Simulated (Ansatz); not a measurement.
`C[CH2][Ge][F]` + HBr → `[F][Ge][Br]` + `CC` at 400 K and 1 bar (ligand exchange at a Ge–C bond).

Computed with Ansatz on PBE0-D4/def2-TZVP structures; ΔE is electronic, products minus reactants. CCSD(T)/CBS is the MP2 limit (def2-TZVPP, def2-QZVPP) plus CCSD(T) − MP2 in def2-TZVPP, frozen cores. This one scheme is used for every species. For Br, Ge outer-core shells are correlated without core-valence functions, which leaves a few kJ/mol of doubt a bond. Scalar relativity is left out up to krypton. One conformer a species, not always the lowest.

| species | CCSD(T)/CBS energy (Eh) | H − E (kJ/mol) | S (J/(mol·K)) |
| --- | --- | --- | --- |
| `C[CH2][Ge][F]` | -2255.03793 | 201.0 | 364.4 |
| HBr | -2573.91920 | 27.6 | 207.2 |
| `[F][Ge][Br]` | -4749.29775 | 25.2 | 316.5 |
| `CC` | -79.71954 | 213.5 | 244.3 |

H − E and S are ideal-gas, rigid-rotor, harmonic terms from PBE0-D4/def2-TZVP, for one conformer and one mirror image of each species. 1 Eh = 2625.50 kJ/mol, R = 8.31446 J/(mol·K).

Task: By hand: ΔE, ΔH, ΔS and ΔG.

Result: ΔE = (-4749.29775) + (-79.71954) − (-2255.03793) − (-2573.91920) = -0.06016 Eh = -158.0 kJ/mol. Δ(H − E) = 25.2 + 213.5 − 201.0 − 27.6 = 10.1, so ΔH = -147.9 kJ/mol. ΔS = 316.5 + 244.3 − 364.4 − 207.2 = -10.8 J/(mol·K). ΔG = -147.9 − 400 × (-10.8)/1000 = -143.6 kJ/mol.

Task: By hand: the equilibrium constant, and the temperature at which ΔG would vanish if ΔH and ΔS stayed fixed.

Result: log₁₀ K = −ΔG/(RT ln 10) = 18.8. ΔG = 0 at ΔH/ΔS = 13694 K, far beyond where these terms or the molecules hold.

The number of gas molecules stays the same, so ΔS is small and ΔH decides. A doubt of 5 kJ/mol in ΔE shifts log₁₀ K by 0.7 here. Other conformers and mirror images would add mixing entropy, several J/(mol·K) or more a flexible species. Modes under 60 cm⁻¹, often nearly free rotors, make the harmonic entropy too high. These are equilibria of isolated gas molecules and say nothing of rates. Largest T1 diagnostic: 0.013 (customary marks: 0.02 for closed shells, 0.045 for open ones).
